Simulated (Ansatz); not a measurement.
Consider the ligand exchange at the Si–S bond: `O=C([SiH3])S[SiH3]` + `C1NCS1` → `[SiH3]N1CSC1` + `O=C([SiH3])S`.

Isolated molecules relaxed with PBE0-D4/def2-TZVP in Ansatz; ΔE leaves out vibrations. CBS: MP2 limit from def2 TZ/QZ plus the TZ coupled-cluster correction, frozen cores. One conformer a species, not always the lowest.

```
             level  ΔE (eV)
CCSD(T)/def2-TZVPP     0.16
    MP2/def2-QZVPP     0.18
```

(1) What does CCSD(T)/CBS give? (Best estimate.)

Largest T1 diagnostic among the species: 0.017.

Results:

(1) Ansatz gave: +0.18 eV. The listed levels differ from it by -0.02, 0.00 eV.

In def2-TZVPP, CCSD(T) changes the Hartree–Fock value by +0.09 eV (the triples alone add +0.02 eV) and MP2 by +0.09 eV.
